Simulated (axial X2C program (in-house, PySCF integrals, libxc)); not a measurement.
## MnH⁺: properties at the nuclei

Computed with an axial X2C code built on PySCF integrals: two-component X2C with atomic mean-field Coulomb and Gaunt terms, Gaussian nuclei, basis Mn dyall-cv3z, H dyall-v3z with contracted cores.

R = 1.609 Å (near the PBE0 minimum at charge 1 of the determinant lowest at the starting distance; the state shown can have its own minimum elsewhere).

Determinant lowest in the PBE0 search, Ω = 5/2 (⟨Sz⟩ = 2.50, ⟨Lz⟩ = 0.00 at PBE0), spin on the atoms Mn 2.59, H -0.09:

```
level  Eeff magnitude (GV/cm)  Ws magnitude Mn (kHz)  A∥/gI Mn (MHz)  qzz Mn (a.u.)  A∥/gI H (MHz)  qzz H (a.u.)
 PBE0                   0.346                  0.044             361          -0.76          -6.42          0.09
   HF                   0.403                 0.0528             276          -0.91          -15.1          0.11
TPSSh                   0.366                 0.0469             368          -0.79          -4.36          0.09
PBE50                   0.373                 0.0475             308          -0.83          -7.88          0.09
  LDA                   0.333                 0.0431             458          -0.78          -2.18          0.08
```

Eeff is the effective electric field on the electron electric dipole moment in this Ω state and Ws the scalar–pseudoscalar constant of the nucleus named (defined with the proton number Z and per Ω); A∥ (defined per Ω) follows by multiplying with gI = μI/(I μN); qzz is the electric field gradient, eQq0 = 234.96 MHz × Q/barn × qzz. The operators were transformed with the bare-nucleus X2C matrices; with these basis sets, hyperfine constants and field gradients can be off by tens of per cent, and where levels differ in sign neither size nor sign is settled.

Q: With gI(55Mn) = 1.3813, Q(55Mn) = 0.33 barn (g factors from the IAEA table of nuclear moments by Stone; Q from Pyykkö, Mol. Phys. 2018), turn the PBE0 values of the first state into constants in MHz.

A: A∥(55Mn) = 361 × 1.3813 = 499 MHz; eQq0(55Mn) = 234.96 × (0.33) × (-0.76) = -58.9 MHz.

Each state is one determinant with collinear spin, which with several unpaired electrons need not be a pure state. Unrestricted Hartree–Fock can overshoot spin polarisation at the nuclei. This is the top spin component of a Σ state; components of lower Ω are not single determinants and can lie lower. With several open shells hyperfine constants can be off by a factor of several. The search compared states at one distance, so a state with another bond length can lie lower. Further determinants of the search, some of them spin-mixed, are not shown. Where a field gradient or hyperfine factor spreads by more than a factor of two over the levels, a constant derived from it is not to be relied on.
